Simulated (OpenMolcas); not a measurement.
What dynamic correlation does to the levels of Cr+

```json
{
  "Program": "OpenMolcas 26.06",
  "Basis": "ANO-RCC-VQZP [7s6p4d3f2g1h]",
  "Scalar Hamiltonian": "DKH2, point nucleus",
  "Active space": "5 electrons in 11 orbitals (3d 4s 4d)",
  "State averaging": "2S+1 = 6 even, 6 roots; 2S+1 = 4 even, 5 roots kept (CI in the orbitals of an earlier block)",
  "Spin-orbit coupling": "RASSI with atomic mean-field integrals over the reference wave functions, term energies averaged over their components"
}
```

Methods on the same reference wave functions:
A. CASSCF
B. SS-CASPT2, IPEA 0.25 Eh, imaginary shift 0.1 Eh (closed shells correlated: 3s 3p)

Energies in cm-1 above 3d5 6S 5/2, the measured ground level; measured values from NIST Handbook of Basic Atomic Spectroscopic Data.

```csv
Level,A,B,Measured
3d5 6S 5/2,0.0,0.0,0.0
3d4 4s 6D 1/2,9343,11540,11962
3d4 4s 6D 3/2,9418,11610,12033
3d4 4s 6D 5/2,9543,11740,12148
3d4 4s 6D 7/2,9719,11910,12304
3d4 4s 6D 9/2,9945,12140,12496
3d4 4s 4D 1/2,19070,18810,19528
3d4 4s 4D 3/2,19183,18920,19631
3d4 4s 4D 5/2,19371,19110,19798
3d4 4s 4D 7/2,19634,19370,20024
```

Deviations, from unrounded energies. A percentage is the sum of absolute deviations over the sum of measured energies, with the sign that they share, or ± where signs differ.

| Against measurement | Levels | A | B |
| --- | --- | --- | --- |
| mean absolute deviation (cm-1) | 9 | 1600 | 530 |
| other configurations (%) | 9 | -10.5 | -3.4 |

B lies closest to measurement on these levels. The largest miss of B in the table is 3d4 4s 4D 1/2, by -720 cm-1. The ranking rests on the paired levels alone, and a cruder setting can come out closer through cancelling errors.

The lowest spin-free term lies below A's lowest term by 0.441 hartree in B.

CASPT2 breaks the degeneracy within a term, and the mean is taken; among the terms shown or strongly mixed into the levels shown the widest spread is 28 cm-1 (3d4 4s 4D, B). Terms from blocks run as CI alone lack orbitals of their own. Active for correlation alone: 4d; no level in the range computed is led by a configuration that fills it, so any true level of that kind is missing. Without dynamic correlation excited terms often stand tens of per cent too high (terms of higher spin than the ground term too low), and those without a measured partner can miss by more than the paired ones (holds for A). Computed and measured levels are paired by configuration, term and J; levels that our copy of the source lacks, or whose pairing is in doubt (as where it misses far off the trend of its configuration), stay unpaired and out of the deviations. Levels of configurations outside the active space are missing.
